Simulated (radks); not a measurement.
Problem. The mean radii <r> (bohr) of the occupied orbitals of an atom or ion are listed with their occupations. All-electron calculation, Dirac Kohn-Sham, Slater X-alpha with alpha = 0.667, spin-unpolarised, spherical densities, point nucleus. Program: a radial shooting solver on a logarithmic mesh with Libxc functionals.

| orbital | occ. | <r> |
|---|---|---|
| 1s1/2 | 2 | 0.03042 |
| 2s1/2 | 2 | 0.1314 |
| 2p1/2 | 2 | 0.1113 |
| 2p3/2 | 4 | 0.1164 |
| 3s1/2 | 2 | 0.3587 |
| 3p1/2 | 2 | 0.3499 |
| 3p3/2 | 4 | 0.3610 |
| 3d3/2 | 4 | 0.3330 |
| 3d5/2 | 6 | 0.3365 |
| 4s1/2 | 2 | 0.8787 |
| 4p1/2 | 2 | 0.9388 |
| 4p3/2 | 4 | 0.9706 |
| 4d3/2 | 4 | 1.285 |
| 4d5/2 | 6 | 1.308 |
| 5s1/2 | 2 | 2.929 |

Name the element and its charge. Open shells, if any, fill j = l - 1/2 first.

Solution. Z = 48, cadmium, charge 0: Cd in [Kr] 4d10 5s2. The 1s radius gives Z: for a bare nucleus <r> = (2 gamma + 1)/(2Z) with gamma = sqrt(1 - (Z/c)^2), 0.02993 bohr for Z = 48, and screening makes it slightly larger (0.03042 here). The occupations add up to 48, and the charge is Z minus that.
